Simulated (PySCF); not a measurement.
Correlation energy of Cl (chlorine, neutral)

[Ne] 3s2 3p5, 2P determinant. Computed with PySCF 2.14 in x2c-QZVPPall, with the spin-free X2C one-electron Hamiltonian (Gaussian nucleus). Frozen: 1s2; 15 electrons correlated.

```json
{"level": "CCSD", "correlation energy (mhartree)": "-377.60"}
{"level": "(T)", "correlation energy (mhartree)": "-8.98"}
{"level": "CCSD(T)", "correlation energy (mhartree)": "-386.58"}
```

Diagnostics: T1 = 0.0058, D1 = 0.0260, largest double amplitude 0.046.

Cost of the coupled-cluster step: about 30 core-seconds, for 15 correlated electrons.

This basis was not built for core-valence correlation, so the inner-shell part is incomplete.
